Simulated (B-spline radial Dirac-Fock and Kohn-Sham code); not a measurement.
## Binding energies of Yb in different valence configurations

Model: Dirac-Fock (average of configuration) total-energy differences with a finite nucleus, the Breit interaction including its frequency dependence, and self-energy and vacuum-polarisation corrections. Program: a radial B-spline solver. Correlation and solid-state effects are left out.

Reference: the tabulated ground configuration [Xe] 4f14 6s2, with 2p1/2 9978.1 eV, 3s 2402.7 eV, 3p1/2 2176.9 eV, 3d3/2 1574.8 eV, 4p3/2 350.4 eV, 4d3/2 199.3 eV, Kα1 52385.1 eV, Kβ1 59373.9 eV, Lα1 7415.7 eV, Lβ2 8752.7 eV.

Shifts from the reference in eV.

| configuration | average energy | 2p1/2 | 3s | 3p1/2 | 3d3/2 | 4p3/2 | 4d3/2 | Kα1 | Kβ1 | Lα1 | Lβ2 |
| --- | --- | --- | --- | --- | --- | --- | --- | --- | --- | --- | --- |
| [Xe] 4f14 6s1 6p1 | +1.90 | +1.42 | +1.39 | +1.42 | +1.42 | +1.43 | +1.42 | -0.01 | -0.01 | 0.00 | 0.00 |
| [Xe] 4f14 5d1 6s1 | +2.85 | -1.68 | -1.69 | -1.66 | -1.65 | -1.70 | -1.68 | +0.08 | +0.05 | -0.03 | 0.00 |
| [Xe] 4f14 5d2 | +6.15 | -2.64 | -2.65 | -2.62 | -2.60 | -2.68 | -2.66 | +0.16 | +0.13 | -0.05 | +0.02 |
| [Xe] 4f13 5d1 6s2 | +0.73 | +8.76 | +10.00 | +9.91 | +9.77 | +9.02 | +8.48 | -0.69 | -1.81 | -0.97 | +0.42 |
| [Xe] 4f12 5d2 6s2 | +8.16 | +18.05 | +20.72 | +20.54 | +20.25 | +18.39 | +17.25 | -1.48 | -3.89 | -2.08 | +1.12 |
| [Xe] 4f13 6s2 6p1 | +1.18 | +12.74 | +13.95 | +13.86 | +13.71 | +12.99 | +12.41 | -0.81 | -1.89 | -0.92 | +0.47 |

Values without a named source are computed, but for edge energies of neutral atoms, which are taken from tables.
